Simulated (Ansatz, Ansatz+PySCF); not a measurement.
```yaml
atoms:
  - { symbol: C, position_ang: [0.6144, 0.7207, 0.0000] }
  - { symbol: C, position_ang: [-0.6144, 0.7207, 0.0000] }
  - { symbol: C, position_ang: [-0.6144, -0.7207, 0.0000] }
  - { symbol: C, position_ang: [0.6144, -0.7207, 0.0000] }
  - { symbol: H, position_ang: [1.3256, 1.4290, 0.0000] }
  - { symbol: H, position_ang: [-1.3256, 1.4290, 0.0000] }
  - { symbol: H, position_ang: [-1.3256, -1.4290, 0.0000] }
  - { symbol: H, position_ang: [1.3256, -1.4290, 0.0000] }
```

Basis set: def2-SVP (spherical functions). Correlated methods keep 4 orbitals frozen. Charge 0, multiplicity 1.

Computed with Ansatz (development build ahead of 0.2.0); each method stands on the lowest determinant of its kind that the runs found. Restricted open shells among the atoms or ions are ROHF, correlated in semicanonical orbitals with singles.

The atomization energy at this shape (free ground-state atoms in the same class of orbitals less the molecule, no zero-point energy) of singlet C₄H₄:

```csv
method,atomization energy
RHF-CCSD(T),31.74 eV
RHF-MP2,32.42 eV
UHF-MP2,31.75 eV
UHF,24.45 eV
```

Task: What does RHF give?

Result: 24.53 eV. Caution for RHF-CCSD(T), RHF-MP2, RHF: an unrestricted determinant lies well below. Caution for UHF-MP2: another reference gives a lower total. Caution for UHF-MP2, UHF: the determinant breaks the point group; the unrestricted determinant is spin contaminated.
